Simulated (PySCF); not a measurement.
What builds the first ionisation energy along the 4d series

Calculated with PySCF 2.14 from differences of total energies of unrestricted determinants, without spin-orbit coupling. Each column adds one step, in eV (sums use unrounded values): valence MP2, valence CCSD, valence triples, then the next inner shell at CCSD(T) (Zr 4s 4p, Nb 4s 4p, Mo 4s 4p, Ru 4s 4p, Pd 4s 4p, Ag 4s 4p, Cd 4s 4p). References (NIST) marked * lie between the lowest fine-structure levels; the others compare directly ((s) semi-empirical, (t) theoretical).

```
                                                                                        element    UHF  + MP2  + CCSD  + (T)  + inner shell    sum  reference
  Zr [Kr] 4d2 5s2 → [Kr] 4d2 5s1 (def2-QZVPPD with the def2 core potential (28 electrons), ECP)  5.188  0.927   0.220  0.082          0.149  6.566      6.639
      Nb [Kr] 4d4 5s1 → [Kr] 4d4 (def2-QZVPPD with the def2 core potential (28 electrons), ECP)  6.012  0.464   0.063  0.032          0.224  6.795      6.776
      Mo [Kr] 4d5 5s1 → [Kr] 4d5 (def2-QZVPPD with the def2 core potential (28 electrons), ECP)  6.280  0.561   0.029  0.037          0.204  7.112      7.092
      Ru [Kr] 4d7 5s1 → [Kr] 4d7 (def2-QZVPPD with the def2 core potential (28 electrons), ECP)  6.322  0.871  -0.057  0.079          0.168  7.383      7.365
         Pd [Kr] 4d10 → [Kr] 4d9 (def2-QZVPPD with the def2 core potential (28 electrons), ECP)  6.250  2.423  -0.597  0.228          0.010  8.314      8.512
    Ag [Kr] 4d10 5s1 → [Kr] 4d10 (def2-QZVPPD with the def2 core potential (28 electrons), ECP)  6.359  1.102  -0.146  0.105          0.108  7.529      7.576
Cd [Kr] 4d10 5s2 → [Kr] 4d10 5s1 (def2-QZVPPD with the def2 core potential (28 electrons), ECP)  7.337  1.540  -0.157  0.134          0.077  8.930      8.994
```

What remains against the references is mostly basis incompleteness.

These are valence bases, so the inner-shell step is incomplete.
